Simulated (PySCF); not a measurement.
From one molecule to another.

First species: C₇H₅NO.
Atom-mapped SMILES: `[cH:1]1[cH:2][c:3]2[cH:4][cH:5][o:6][c:7]2[cH:8][n:9]1` (hydrogens: H10 on C1; H11 on C2; H12 on C4; H13 on C5; H14 on C8)

Geometry (PBE0-D3(BJ)/def2-SVP, Å), atoms numbered from 1 in this order:
```
atom  x, y, z in Å
C1    -2.152   -0.391   -0.027
C2    -1.038   -1.221   -0.082
C3     0.217   -0.602   -0.034
C4     1.599   -1.001   -0.057
C5     2.311    0.153    0.028
O6     1.518    1.248    0.103
C7     0.241    0.799    0.066
C8    -0.927    1.553    0.115
N9    -2.104    0.946    0.068
H10   -3.156   -0.829   -0.061
H11   -1.149   -2.305   -0.160
H12    2.005   -2.008   -0.127
H13    3.381    0.349    0.046
H14   -0.901    2.645    0.193
```

Second species: C₄H₅Br.
Numbering: `[CH:1]#[C:2][CH2:3][CH2:4][Br:5]` (hydrogens: H6 on C1; H7, H8 on C3; H9, H10 on C4)

Structure used (PBE0-D3(BJ)/def2-SVP), in Å, numbered top down from 1:
```
atom  x, y, z in Å
C1     2.582   -0.203    0.143
C2     1.450   -0.178   -0.285
C3     0.075   -0.135   -0.766
C4    -0.859    0.439    0.291
Br5   -2.691    0.490   -0.346
H6     3.590   -0.229    0.512
H7     0.017    0.475   -1.683
H8    -0.258   -1.148   -1.044
H9    -0.858   -0.171    1.203
H10   -0.586    1.469    0.552
```

Levels: CAM-B3LYP/def2-SVPD for dipole moment, HOMO energy, LUMO energy, HOMO–LUMO gap, static isotropic polarisability and electronic spatial extent ⟨r²⟩ about the centre of nuclear charge; TDDFT CAM-B3LYP/def2-SVPD for lowest singlet excitation; PBE0-D3(BJ)/def2-SVP for rotational constant A and rotational constant C. Geometries: PBE0-D3(BJ)/def2-SVP. Each species is one conformer at its optimised geometry, gas phase, non-relativistic unless stated; the electronic structure was computed with PySCF and density fitting.

Dipoles, sizes and rotational constants follow the conformer. The torsions of the flexible species, by atom-mapped SMILES:
- `[CH:1]#[C:2][CH2:3][CH2:4][Br:5]`: C2–C3–C4–Br5 180°

Values for the first species:

- Dipole moment: 3.10 D
- HOMO energy: -8.34 eV
- LUMO energy: -0.18 eV
- HOMO–LUMO gap: 8.16 eV
- Lowest singlet excitation: 4.97 eV
- Static isotropic polarisability: 86.4 au
- Electronic spatial extent ⟨r²⟩ about the centre of nuclear charge: 954 bohr²
- Rotational constant A: 4.075 GHz
- Rotational constant C: 1.188 GHz

Question: Estimate the same properties for the second species, and the change in each.

Answer: 
```tsv
property	first	second	second less first
dipole moment	3.10 D	1.44 D	-1.66 D
HOMO energy	-8.34 eV	-9.37 eV	-1.03 eV
LUMO energy	-0.18 eV	0.52 eV	+0.70 eV
HOMO–LUMO gap	8.16 eV	9.89 eV	+1.73 eV
lowest singlet excitation	4.97 eV	6.17 eV	+1.20 eV
static isotropic polarisability	86.4 au	69.8 au	-16.6 au
electronic spatial extent ⟨r²⟩ about the centre of nuclear charge	954 bohr²	1030 bohr²	+76 bohr²
rotational constant A	4.075 GHz	26.662 GHz	+22.587 GHz
rotational constant C	1.188 GHz	1.002 GHz	-0.186 GHz
```

On the first: No computed singlet falls in the visible range (750 to 380 nm, 1.65 to 3.26 eV); S1 lies 1.71 eV above its blue end. S1 lies 3.19 eV below the HOMO–LUMO gap; its leading configuration is HOMO−2→LUMO, weight 0.92.

On the second: The principal polarisabilities are 53.0, 56.1 and 100.2 au; their mean is the isotropic value. A dipole of 1.44 D is allowed in Cs, and pure rotational transitions are dipole-allowed. Relativistic effects, spin–orbit coupling among them, are left out although an element past zinc is present.
